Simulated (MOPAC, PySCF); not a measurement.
H₆OSi₂, SMILES `[SiH3]O[SiH3]`, neutral singlet in the gas phase. 

Z-matrix (Å, degrees):
```
O
Si 1 1.6367
Si 1 1.6367 2 149.36
H 2 1.4783 1 108.33 3 179.83
H 3 1.4783 1 108.33 2 179.48
H 3 1.4821 5 109.63 1 -120.16
H 2 1.4821 4 109.63 1 -120.16
H 2 1.4821 4 109.63 7 -119.64
H 3 1.4822 5 109.63 6 -119.64
```
Charge 0, multiplicity 1.

All levels are single points at this geometry (B3LYP-D3(BJ)/def2-TZVP); Pople sets use spherical d functions. Orbital energies aren't observables, and empty levels follow the basis.

```tsv
level	HOMO (eV)	LUMO (eV)	gap (eV)	dipole (D)	vertical IE, Delta-SCF (eV)
B3LYP-D3(BJ)/def2-TZVP in PySCF	-8.53	-0.41	8.11	0.27	–
B3LYP/6-311+G** in PySCF	-8.51	-0.61	7.90	0.45	–
BP86/6-31G* in PySCF	-7.19	-0.68	6.51	0.36	–
SVWN5/6-31G* in PySCF	-7.09	-0.90	6.19	0.40	–
PM6 in MOPAC	-11.15	-0.18	10.97	0.51	–
PM7 in MOPAC	-11.30	0.55	11.85	0.93	–
```
